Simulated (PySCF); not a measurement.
silylphosphine anion (H5PSi), SMILES [SiH3]P (connectivity only; charge and spin as stated), charge -1, multiplicity 2.

Coordinates come from a TPSSh-D3(BJ)/def2-SVPD optimisation. The multiplicity is an assumed one; other spin states were not compared.

Level of theory: PBE/def2-TZVPD in PySCF.

 A positive occupied level means that this level leaves the electron formally unbound; only the finite basis holds it.

```
Quantity                                                           Result
------------------------------------------------  -----------------------
total energy                                           -633.52108 hartree
point group                                                            Cs
α spin, highest occupied and lowest empty level          1.56 and 3.43 eV
β spin, highest occupied and lowest empty level         -0.89 and 2.40 eV
dipole moment about the centre of nuclear charge                   1.37 D
mean static polarisability                         120.3 bohr³ (17.82 Å³)
polarisability, principal values                  81.3, 89.3, 190.1 bohr³
⟨S²⟩                                              0.755 (pure state 0.75)
```
